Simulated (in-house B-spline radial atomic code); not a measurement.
Values are calculated unless marked as measured or tabulated.
# Work function and surface energy of In in the jellium model

The positive ions are smeared into a uniform slab; the electrons are solved self-consistently in the LDA (PW92) on a fine grid across the film. Stabilised jellium adds, inside the slab, the constant potential −n de/dn that makes the bulk stable at the metal's density. No lattice, so no dependence on crystal face. Atomic units unless named. The numbers below are for plain jellium.

In: 3 valence electrons per atom, density 7.31 g/cm³, mass 114.82 u, so r_s = 2.41 bohr. Thick-film values are averages over eight films of 5 to 5.44 Fermi wavelengths, one period of the size oscillation.

Across the edge of the background of the film of 5 Fermi wavelengths (z = 0, vacuum at z > 0):

```csv
z (bohr),n/n_bulk,V − E_F (hartree)
-7.89,0.991,-0.3172
-5.92,1.012,-0.3176
-3.95,0.9829,-0.3168
-2.76,1.019,-0.3174
-1.58,0.943,-0.3106
-0.79,0.7254,-0.2793
0.0,0.4409,-0.1949
0.79,0.219,-0.097
1.58,0.09648,-0.03265
2.76,0.02508,0.02813
3.95,0.005958,0.06567
5.92,0.0005138,0.1003
```

Problem. The electrons that spill out make a dipole barrier Δφ = 4.073 eV. Assemble the work function.

Solution. k_F = 1.91916/2.41 = 0.7963, so k_F²/2 = 8.628 eV, and the LDA gives v_xc = -8.191 eV in the bulk. Measured from the bulk electrostatic potential the Fermi level lies at 8.628 + (-8.191) = 0.437 eV, so Φ = Δφ − that = 4.073 − (0.437) = 3.64 eV; the films' Fermi levels give 3.64 eV. Measurement gives 4.09 eV (table in Wikipedia's article on work functions); the other model gives 4.00 eV.

Problem. Budd and Vannimenus showed that in jellium φ(edge) − φ(bulk) = n de/dn, with e the bulk energy per electron. Check it, given ε_xc = -0.23118 and v_xc = -0.30101 hartree.

Solution. For the kinetic part e = 3k_F²/10 ∝ n^(2/3), so n de/dn = k_F²/5 = 0.12683. For exchange and correlation n dε/dn = v_xc − ε_xc = -0.06983. The sum is 0.05700 hartree, and the films give 0.05697.

Problem. The surface energy has the parts (J/m²): kinetic -2.176, exchange-correlation 1.703, electrostatic 0.494. What is the total, and what does its sign mean?

Solution. The sum is 0.021 J/m². The kinetic part is negative since spilling out relaxes the electrons, while exchange-correlation and electrostatics cost energy. A positive total means that making surface costs energy, but here it is a near-cancellation close to the density where plain jellium turns negative; the other model gives 0.668 J/m².

Problem. What barrier would the Schottky-Mott rule give for electrons at a contact to n-type Ge, whose electron affinity is 4.0 eV (NSM archive of the Ioffe Institute)?

Solution. Φ_B = Φ − χ is 3.64 − 4.0 = -0.36 eV with the model's value and 4.09 − 4.0 = +0.09 eV with the measured one (the middle, for a range); a negative value would mean an ohmic contact, so the model's error changes the verdict. Real barriers on covalent semiconductors follow the metal only weakly, since states induced in the gap pin the Fermi level.
